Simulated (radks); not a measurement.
All-electron atom: the beryllium ion Be2+ in 1s1 7d1 (not the ground configuration). Calculated with a radial shooting solver on a logarithmic mesh with Libxc functionals: Dirac Kohn-Sham, LDA (Slater exchange, Perdew-Wang correlation), spin-unpolarised, spherical densities, finite nucleus; open shells are shared between the two j in proportion to 2j + 1; Fermi nuclear charge, rms radius 2.519 fm.

X-ray form factor f0, the Fourier transform of the density (f0(0) = 2):

sin(theta)/lambda (1/angstrom)  f0 (electrons)
0.05                                     1.037
0.1                                      0.985
0.15                                     0.974
0.2                                      0.949
0.25                                     0.918
0.3                                      0.878
0.4                                      0.799
0.5                                      0.713
0.6                                      0.626
0.8                                      0.464
1                                        0.335
1.25                                     0.220
1.5                                      0.145
2                                        0.067
